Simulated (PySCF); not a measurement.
A GIAO shielding run with PySCF (density fitting, non-relativistic, gas phase) on `C=N[Si@@H](NC)N(C)[SiH3]`, C3H13N3Si2:

```
$ OMP_NUM_THREADS=1 python probes_run.py task.json out

{"job": {"kind": "nmr", "xc": "PBE0", "basis": "pcSseg-1"}, "charge": 0, "multiplicity": 1}
C      0.586404     1.172066     2.777191
N      0.842430     0.280647     1.944570
Si     0.779037     0.345987     0.210648
N      1.598060    -1.103858    -0.189299
C      1.858212    -1.502032    -1.548225
N     -0.860343     0.236761    -0.368587
C     -1.503881    -1.063227    -0.383503
Si    -1.924781     1.595179    -0.461534
H      0.600981     0.929986     3.838061
H      0.348622     2.211832     2.529792
H      1.294277     1.576741    -0.399202
H      2.303287    -1.429321     0.452671
H      1.932840    -2.589979    -1.617449
H      2.782510    -1.067567    -1.946296
H      1.031565    -1.167700    -2.170010
H     -2.113573    -1.220704     0.510739
H     -0.754017    -1.847961    -0.426911
H     -2.156386    -1.144442    -1.255253
H     -1.103853     2.789606    -0.628487
H     -2.796815     1.365773    -1.618181
H     -2.753497     1.721710     0.748794
```

Hardware: 1 thread of an Arm Neoverse N1, shared host. The job also computes population analyses, field gradients.

Problem. How large is the calculation?

Solution. 80 electrons, 215 basis functions and 1149 auxiliary functions.

Problem. How long does it take, and how much memory does it need?

Solution. 81 s of wall time, with 14 SCF cycles and 5 response iterations; peak memory 1 GiB. Times on a shared host scatter by some tens of per cent.
